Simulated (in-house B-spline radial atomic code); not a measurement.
**Functionals against successive ionisation energies: Sm to Sm³⁺**

Ionisation energies as differences of self-consistent total energies from an all-electron radial atomic-structure program (B-spline basis): all electrons, radial basis limit, scalar-relativistic (one-electron X2C), spin-polarised at highest spin, spherical densities; exact exchange is averaged over the determinants of each configuration. No spin-orbit coupling, Breit or QED terms. NIST's values run from ground level to ground level, so in open shells the differences also hold multiplet and fine-structure energies that spherical high-spin averages miss. Columns give computed minus NIST, in eV; a star marks a semi-empirical value. Species are left out where the tabulated value is theory, is uncertain by more than 0.12 eV, or (13 ions, such as In⁴⁺, Te⁴⁺ and Bi⁴⁺) lies off its series for all methods alike, which flatters the means a little.

```tsv
species	shell	NIST (eV)	PBE	BLYP	TPSSh	r2SCAN0
Sm	6s	5.64	-0.09	-0.05	-0.24	-0.38
Sm⁺	6s	11.08 ± 0.02*	+0.29	+0.31	-0.10	-0.05
Sm²⁺	4f	23.55 ± 0.08*	+1.66	+1.45	+1.28	+1.19
Sm³⁺	4f	41.64 ± 0.1*	+1.74	+1.51	+1.41	+1.45
```

(1) How do the methods rank, and which species is hardest?

Results:

(1) Mean absolute (signed) differences: TPSSh 0.76 (+0.59) eV; r2SCAN0 0.77 (+0.55) eV; BLYP 0.83 (+0.80) eV; PBE 0.94 (+0.90) eV. For Sm³⁺, which loses a 4f electron, the nearest method is off by +1.41 eV, the largest such miss. The first two are tied within the accuracy of the references.
